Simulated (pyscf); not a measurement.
Structures and frequencies: ωB97X-D3(BJ)/def2-SVP in PySCF.

Problem. For the elementary gas-phase step HO–Mo(Cl)(Cl)–Cl (SMILES [OH][Mo]([Cl])([Cl])[Cl]) [singlet] -> O=MoH(Cl)(Cl)–Cl (SMILES [O]=[MoH]([Cl])([Cl])[Cl]) (singlet surface; H–O broken, H–Mo formed), what barrier and reaction energy does ωB97M-D3(BJ)/def2-TZVP give, measured from the reactant's lowest minimum found?

Solution. ΔE‡ = 1.54 eV, ΔE = -0.05 eV. Zero-point energy shifts the barrier by -0.10 eV. It is a hydrogen shift, with an imaginary mode of 1499i cm⁻¹. The other spin state of HO–Mo(Cl)(Cl)–Cl [singlet] is not in these data. One saddle was located; it need not be the lowest between these sides. A restricted singlet here is unstable towards spin polarisation, as is usual where a triplet lies low; its energy is less safe. Elements past Kr carry the def2 core potentials, without spin-orbit coupling.
